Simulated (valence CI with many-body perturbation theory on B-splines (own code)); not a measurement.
## Energy levels of Cl III

Level of theory: relativistic CI+MBPT: five valence electrons over a frozen Dirac-Fock core [Ne], a basis of 11 s, 11 p, 10 d, 8 f, 5 g, 2 h functions for each j, with the one-electron correlation potential Σ1, the two-electron term Σ2, the three-electron term Σ3, Breit, model QED; selected CI, second order for the rest, scaled by the run's own slope (own B-spline code, finite nucleus).

Against 47 measured levels this calculation errs by 70 cm⁻¹ on average and by 273 at most. These come from a selection out of Moore, Atomic Energy Levels, vol. I, NSRDS-NBS 35 (1971 reprint of NBS Circular 467, 1949), an old analysis. Levels without a partner in it may be off by more. Among the levels kept, up to 3400 cm⁻¹ of a level comes from second order outside the variational space, and about a tenth of that is noise between levels of different J, which matters for small intervals.

Levels 46 to 90 of 103, with energies above the lowest level, 3s2 3p3 4S°_3/2. "Leading %" is the weight of the configuration and term that name the level; weights of strongly mixed levels are sums over their largest components and can fall short. In the jj column 3d3/2^4 stands for four electrons in 3d with j = 3/2. Lifetimes count E1, E2, E3, M1 and M2 decay at the calculated energies, and are blank where another channel may lead or the interval is too uncertain; long ones can be off by a factor of two.

| No. | Configuration | Term | J | E (cm⁻¹) | Leading % | Leading jj | Lifetime | g |
| --- | --- | --- | --- | --- | --- | --- | --- | --- |
| 46 | 3s2 3p2 3d | 2P | 3/2 | 199382 | 63 | 3s^2 3p3/2^2 3d5/2 (34 %) | 52.3 ps | 1.331 |
| 47 | 3s2 3p2 4p | 4D° | 1/2 | 201036 | 92 | 3s^2 3p1/2^2 4p1/2 (39 %) | 1.79 ns | 0.006 |
| 48 | 3s2 3p2 3d | 2S | 1/2 | 201269 | 48 | 3s^2 3p3/2^2 4s (16 %) | 53.2 ps | 1.975 |
| 49 | 3s2 3p2 4p | 4D° | 3/2 | 201326 | 91 | 3s^2 3p1/2 3p3/2 4p1/2 (54 %) | 1.78 ns | 1.204 |
| 50 | 3s2 3p2 4p | 4D° | 5/2 | 201739 | 91 | 3s^2 3p1/2 3p3/2 4p3/2 (62 %) | 1.77 ns | 1.374 |
| 51 | 3s2 3p2 4p | 4D° | 7/2 | 202327 | 92 | 3s^2 3p3/2^2 4p3/2 (58 %) | 1.77 ns | 1.429 |
| 52 | 3s2 3p2 4p | 4P° | 1/2 | 203991 | 92 | 3s^2 3p1/2 3p3/2 4p1/2 (45 %) | 1.69 ns | 2.660 |
| 53 | 3s2 3p2 4p | 4P° | 3/2 | 204112 | 84 | 3s^2 3p1/2^2 4p3/2 (25 %) | 1.69 ns | 1.708 |
| 54 | 3s2 3p2 4p | 4P° | 5/2 | 204521 | 83 | 3s^2 3p1/2 3p3/2 4p3/2 (41 %) | 1.73 ns | 1.561 |
| 55 | 3s2 3p2 4p | 2D° | 3/2 | 205053 | 88 | 3s^2 3p1/2 3p3/2 4p3/2 (63 %) | 2.60 ns | 0.838 |
| 56 | 3s2 3p2 3d | 2D | 5/2 | 205602 | 79 | 3s^2 3p3/2^2 3d5/2 (43 %) | 47.4 ps | 1.199 |
| 57 | 3s2 3p2 4p | 4S° | 3/2 | 205864 | 86 | 3s^2 3p3/2^2 4p1/2 (26 %) | 1.51 ns | 1.985 |
| 58 | 3s2 3p2 4p | 2D° | 5/2 | 205946 | 83 | 3s^2 3p3/2^2 4p3/2 (61 %) | 2.52 ns | 1.238 |
| 59 | 3s2 3p2 3d | 2D | 3/2 | 205949 | 80 | 3s^2 3p3/2^2 3d3/2 (45 %) | 48.0 ps | 0.800 |
| 60 | 3s2 3p2 4p | 2P° | 1/2 | 209057 | 91 | 3s^2 3p1/2 3p3/2 4p3/2 (39 %) | 2.21 ns | 0.669 |
| 61 | 3s2 3p2 4p | 2P° | 3/2 | 209219 | 91 | 3s^2 3p1/2 3p3/2 4p3/2 (38 %) | 2.21 ns | 1.333 |
| 62 | 3s2 3p2 4s | 2S | 1/2 | 210360 | 66 | 3s^2 3p3/2^2 4s (47 %) | 2.54 ns | 2.002 |
| 63 | 3s 3p3 3d | 6D° | 1/2 | 212479 | 96 | 3s 3p1/2 3p3/2^2 3d3/2 (51 %) | 3.26 μs | 3.338 |
| 64 | 3s 3p3 3d | 6D° | 3/2 | 212486 | 96 | 3s 3p1/2 3p3/2^2 3d3/2 (45 %) | 3.94 μs | 1.868 |
| 65 | 3s 3p3 3d | 6D° | 9/2 | 212497 | 96 | 3s 3p1/2 3p3/2^2 3d5/2 (54 %) | 31.2 μs | 1.557 |
| 66 | 3s 3p3 3d | 6D° | 7/2 | 212497 | 96 | 3s 3p1/2 3p3/2^2 3d5/2 (34 %) | 11.1 μs | 1.588 |
| 67 | 3s 3p3 3d | 6D° | 5/2 | 212498 | 96 | 3s 3p1/2 3p3/2^2 3d3/2 (34 %) | 5.72 μs | 1.658 |
| 68 | 3s2 3p2 4p | 2F° | 5/2 | 216641 | 91 | 3s^2 3p1/2 3p3/2 4p1/2 (41 %) | 1.98 ns | 0.861 |
| 69 | 3s2 3p2 4p | 2F° | 7/2 | 216788 | 92 | 3s^2 3p1/2 3p3/2 4p3/2 (58 %) | 1.97 ns | 1.144 |
| 70 | 3s2 3p2 4p | 2D° | 5/2 | 217892 | 90 | 3s^2 3p1/2 3p3/2 4p3/2 (52 %) | 2.06 ns | 1.197 |
| 71 | 3s2 3p2 4p | 2D° | 3/2 | 217981 | 90 | 3s^2 3p1/2 3p3/2 4p1/2 (27 %) | 2.06 ns | 0.805 |
| 72 | 3s2 3p2 4p | 2P° | 1/2 | 221951 | 88 | 3s^2 3p1/2 3p3/2 4p3/2 (70 %) | 1.93 ns | 0.666 |
| 73 | 3s2 3p2 4p | 2P° | 3/2 | 222192 | 86 | 3s^2 3p3/2^2 4p3/2 (38 %) | 2.00 ns | 1.331 |
| 74 | 3p5 | 2P° | 3/2 | 230249 | 41 | 3p1/2^2 3p3/2^3 (41 %) | 1.66 ns | 1.334 |
| 75 | 3p5 | 2P° | 1/2 | 231094 | 40 | 3p1/2 3p3/2^4 (40 %) | 1.79 ns | 0.664 |
| 76 | 3s 3p3 3d | 4D° | 7/2 | 233180 | 89 | 3s 3p1/2 3p3/2^2 3d5/2 (49 %) | 7.76 ns | 1.429 |
| 77 | 3s 3p3 3d | 4D° | 5/2 | 233215 | 89 | 3s 3p1/2 3p3/2^2 3d3/2 (24 %) | 7.46 ns | 1.372 |
| 78 | 3s 3p3 3d | 4D° | 3/2 | 233255 | 89 | 3s 3p1/2 3p3/2^2 3d3/2 (29 %) | 7.29 ns | 1.200 |
| 79 | 3s 3p3 3d | 4D° | 1/2 | 233287 | 89 | 3s 3p1/2 3p3/2^2 3d5/2 (46 %) | 7.28 ns | -0.001 |
| 80 | 3s2 3p2 4p | 2P° | 1/2 | 236509 | 88 | 3s^2 3p3/2^2 4p1/2 (63 %) | 1.71 ns | 0.666 |
| 81 | 3s2 3p2 4p | 2P° | 3/2 | 236590 | 89 | 3s^2 3p3/2^2 4p3/2 (59 %) | 1.72 ns | 1.334 |
| 82 | 3s2 3p2 4d | 4F | 3/2 | 239513 | 90 | 3s^2 3p1/2^2 4d3/2 (36 %) | 1.55 ns | 0.411 |
| 83 | 3s 3p3 3d | 4F° | 3/2 | 239558 | 83 | 3s 3p1/2 3p3/2^2 3d3/2 (40 %) | 10.4 ns | 0.399 |
| 84 | 3s 3p3 3d | 4F° | 5/2 | 239680 | 82 | 3s 3p1/2 3p3/2^2 3d3/2 (39 %) | 10.6 ns | 1.029 |
| 85 | 3s2 3p2 4d | 4F | 5/2 | 239688 | 89 | 3s^2 3p1/2 3p3/2 4d3/2 (51 %) | 1.56 ns | 1.039 |
| 86 | 3s 3p3 3d | 4F° | 7/2 | 239850 | 83 | 3s 3p1/2 3p3/2^2 3d5/2 (30 %) | 10.6 ns | 1.239 |
| 87 | 3s2 3p2 4d | 4F | 7/2 | 240033 | 88 | 3s^2 3p1/2 3p3/2 4d5/2 (62 %) | 1.56 ns | 1.245 |
| 88 | 3s 3p3 3d | 4F° | 9/2 | 240066 | 83 | 3s 3p1/2 3p3/2^2 3d5/2 (59 %) | 11.0 ns | 1.334 |
| 89 | 3s2 3p2 4d | 4F | 9/2 | 240501 | 92 | 3s^2 3p3/2^2 4d5/2 (57 %) | 1.58 ns | 1.334 |
| 90 | 3s2 3p2 4d | 4D | 1/2 | 241532 | 86 | 3s^2 3p1/2 3p3/2 4d3/2 (87 %) | 1.36 ns | 0.076 |

Names give the largest LS component (configuration and term), which can be under half, so a name can repeat, a term be missing and a line seem to break the LS rules; names also repeat where a configuration has a term twice.
